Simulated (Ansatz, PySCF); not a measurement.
Gas-phase reaction 2 R1 → P1 + P2, each structure at its B3LYP-D3(BJ)/def2-TZVP stationary point, reached from a drawn start (curvature not checked).
P1: BI3 (SMILES IB(I)I), charge 0, multiplicity 1.
R1: BI2 (SMILES I[B]I), charge 0, multiplicity 2.
P2, BI (SMILES [B]I) (charge 0, multiplicity 1):
```
atom    x (Å)   y (Å)   z (Å)
----  -------  ------  ------
B     -1.0710  0.0000  0.0000
I      1.0710  0.0000  0.0000
```

P less R. No zero-point or thermal terms; singlets are restricted closed shells; open shells are unrestricted; no spin–orbit coupling.

Cores are frozen in the correlated methods. In cc and def2 sets filled d and f shells under p-block atoms count as core.

Programs: Ansatz (a program for electronic structure); PySCF for M06-2X and the D3/D4 terms. No computed number here is a measurement. Elements past Kr take the def2 small-core potentials, without spin–orbit coupling.

```json
[
 {"level": "PBE-D4/def2-TZVPP", "reaction energy (eV)": "-0.910"},
 {"level": "BLYP/def2-TZVPP", "reaction energy (eV)": "-0.933"},
 {"level": "B97M-V/def2-TZVPP", "reaction energy (eV)": "-1.037"},
 {"level": "B3LYP/def2-TZVPP", "reaction energy (eV)": "-0.928"},
 {"level": "B3LYP-D4/def2-TZVPP", "reaction energy (eV)": "-0.993"},
 {"level": "PBE0-D3(BJ)/def2-TZVPP", "reaction energy (eV)": "-0.865"},
 {"level": "M06-2X/def2-TZVPP", "reaction energy (eV)": "-1.117"},
 {"level": "CAM-B3LYP/def2-TZVPP", "reaction energy (eV)": "[?]"},
 {"level": "SCS-MP2/def2-SVP", "reaction energy (eV)": "[?]"}
]
```

Q: Complete the blanks.

A: 
- CAM-B3LYP/def2-TZVPP, reaction energy (eV): -0.921
- SCS-MP2/def2-SVP, reaction energy (eV): -1.110
